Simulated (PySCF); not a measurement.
## A small calculation by hand: entropy of an ideal gas

OS2, SMILES [O-][S+]=S.

Coordinates come from a PBE0-D3(BJ)/def2-TZVP optimisation.

PBE0-D3(BJ)/def2-TZVP (PySCF) gives the harmonic wavenumbers 394, 723, 1241 cm⁻¹ and the rotational temperatures 2.0076, 0.2444, 0.2179 K. The molar mass is 80.12 g/mol, the symmetry number 1, the spin multiplicity 1.

Problem. Work out the entropy at 298.15 K and 1 atm in the rigid-rotor, harmonic-oscillator model.

Solution. 
Translation (Sackur–Tetrode at 1 atm): S = R[1.5 ln M + 2.5 ln T − 1.16487] = 163.4 J/(mol K).
Rotation: q = (√π/σ) T^1.5/√(θA θB θC) = 27900, S = R[ln q + 3/2] = 97.6 J/(mol K).
Vibration: with u = 1.4388 ν/T, each mode gives R[u/(e^u − 1) − ln(1 − e^−u)]:
```
ν (cm⁻¹)  modes     u  S (J/(mol K))
--------  -----  ----  -------------
394           1  1.90           4.12
723           1  3.49           1.17
1241          1  5.99           0.15
```
These are all the modes. Sum 5.4 J/(mol K).
Spin: R ln 1 = 0.0 J/(mol K).
Total 266.4 J/(mol K); the program's own thermochemistry gives 266.4. Translation makes up 61 % and vibration 2 %. Anharmonicity, hindered rotation and orbital degeneracy are left out.
